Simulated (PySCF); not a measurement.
BH3N, SMILES B[NH], multiplicity 2. The structure is a stationary point at PBE-D3(BJ)/def2-TZVP. The isomer is the one that the SMILES or the coordinates give; other isomers of the formula were not compared.

Task: Give the equilibrium geometry at PBE-D3(BJ)/def2-TZVP (PySCF confirms it by a frequency run) as bond lengths and angles, and its point group. (An estimate is asked for; the answer gives what the named calculation found.)

Result: point group Cs.
Atoms: B1 N2 H3 H4 H5. Bonded distances (Å): B1–N2 1.327, B1–H3 1.214, B1–H4 1.223, N2–H5 1.007. Angles (°): N2–B1–H3 122.8, N2–B1–H4 119.5, H3–B1–H4 117.7, B1–N2–H5 162.0.
Charge 0, spin multiplicity 2.
